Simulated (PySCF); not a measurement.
Compound: trans-Si(H2O)2F4.
Cartesian coordinates in Å at the PBE0-D3(BJ)/def2-SVP level; atoms count from 1:
```xyz
11
F4H4O2Si angstrom
Si    -0.0011   -0.0149    0.0034
O     -0.0959    0.4604    1.8664
H     -1.0483    0.4103    2.0523
H      0.1311    1.4044    1.8747
O      0.1023   -0.4875   -1.8615
H     -0.0304   -1.4499   -1.8489
H      1.0415   -0.3502   -2.0683
F      1.6590   -0.0433    0.0417
F     -1.6606    0.0188   -0.0198
F      0.0505    1.6062   -0.3521
F     -0.0500   -1.6398    0.3429
```

Theory: TDDFT CAM-B3LYP/def2-SVPD, vertical, gas phase, core orbitals frozen in the response in PySCF.

Transition dipole moments from the ground state, in atomic units and in the frame of the coordinates above (overall signs are arbitrary), for the states with f of 0.002 or more among the lowest 7:

```
state  E (eV)      μx      μy      μz
   S2   9.145   0.172   0.158  -0.030
   S4   9.316   0.034  -0.192  -0.795
   S5   9.406  -0.299   0.242  -0.395
   S7   9.631  -0.266  -0.249   0.050
```

(1) Work out the oscillator strengths.

(2) Which bond between heavy atoms lies closest to the direction of the S4 transition dipole?

(3) What angle do the transition dipoles of S2 and S4 make?

(4) What peak molar absorption coefficient would the strongest computed level give as a lone Gaussian band 0.4 eV wide at half height?

Results:

(1) f = (2/3) ΔE |μ|² with ΔE in hartree (27.2114 eV).

```json
{"state": "S2", "|μ|² (au)": "0.055", "|μ| (D)": "0.60", "f": "0.012"}
{"state": "S4", "|μ|² (au)": "0.670", "|μ| (D)": "2.08", "f": "0.153"}
{"state": "S5", "|μ|² (au)": "0.304", "|μ| (D)": "1.40", "f": "0.070"}
{"state": "S7", "|μ|² (au)": "0.135", "|μ| (D)": "0.93", "f": "0.032"}
```

(2) Si1–O2 and Si1–O5, at 1° from it; next Si1–F9, Si1–F11, Si1–F8 and Si1–F10 at 88°.

(3) |cos θ| = |μa·μb| / (|μa| |μb|) = 0.00, so θ ≈ 90° (taken between 0 and 90°, since the signs are arbitrary).

(4) ε(max) = 2.175×10⁸ f / FWHM, with the width in cm⁻¹. S4: 2.175×10⁸ × 0.1529 / 3226 ≈ 10000 L mol⁻¹ cm⁻¹.

On one thread of an Arm Neoverse V1, shared host with 32 logical CPUs at a one-minute load of 17, this took 45 s of wall time (with the writing of density and orbital grids) and 0.92 GiB of memory at its peak.
